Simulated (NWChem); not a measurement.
BeH2SO; SMILES [SH][Be][OH]

```xyz
5

Be     0.0186    -0.6694    -0.0618
O      0.0007    -2.0856    -0.1813
H     -0.0711    -2.8291     0.4299
S      0.0784     1.2366     0.0816
H     -1.2796     1.3269    -0.0201
```
Atoms are numbered in this order, from 1.

Coordinates come from a PBE-D3(BJ)/def2-SVP optimisation.

 Unshifted, non-relativistic core excitations; the lowest 4 roots alone, so stronger bands may lie above.

List the first O K-edge excitations from PBE0/def2-TZVP, restricted-window TDA (NWChem).


| state | energy (eV) | dipole oscillator strength | leading excitation (squared amplitude) |
|---|---|---|---|
| S1 | 520.4 | 0.0028 | 1s of atom 2 or its equivalents → LUMO (0.91) |
| S2 | 520.8 | 0.0132 | 1s of atom 2 or its equivalents → LUMO+1 (0.89) |
| S3 | 521.4 | 0.0083 | 1s of atom 2 or its equivalents → LUMO+2 (0.98) |
| S4 | 522.0 | 0.0123 | 1s of atom 2 or its equivalents → LUMO+3 (0.66) |
